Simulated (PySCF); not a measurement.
# From computed data to an observable: chemical shift, span and skew from a shielding tensor

FGaH₆Si₂, SMILES [F][Ga]([SiH3])[SiH3]. Atoms are numbered in the order given.

```xyz
10

Ga    -0.1883    -0.1211     0.0210
F     -1.6761    -1.0681     0.1767
Si    -0.5082     1.8743    -1.3032
H      0.7925     2.3579    -1.8622
H     -1.0669     2.9526    -0.4270
H     -1.4619     1.6282    -2.4270
Si     1.6789    -1.1267     1.1782
H      2.6368    -0.0764     1.6453
H      2.4078    -2.0255     0.2274
H      1.2256    -1.9339     2.3508
```

The structure is a stationary point at PBE0-D3(BJ)/def2-SVP.

GIAO shieldings from PBE0/pcSseg-1 (PySCF), non-relativistic, no solvent. The symmetric part of the tensor of Si3 has the principal values 456.2, 473.6, 475.8 ppm. The same nucleus in TMS has σ = 352.7 ppm at this level (PySCF, at its B3LYP-D3(BJ)/def2-TZVP geometry).

**Question.** Work out the isotropic shielding, the ²⁹Si shift against TMS, the span and the skew.

**Answer.** 
σ(iso) = (σ11 + σ22 + σ33)/3 = 468.5 ppm. δ = σ(ref) − σ(iso) = 352.7 − (468.5) = -115.8 ppm.
Span Ω = σ33 − σ11 = 19.6 ppm. Skew κ = 3(σ(iso) − σ22)/Ω = -0.78. Tumbling in solution averages the tensor to δ; in a static solid the shielding alone would spread this spin-1/2 line over Ω.
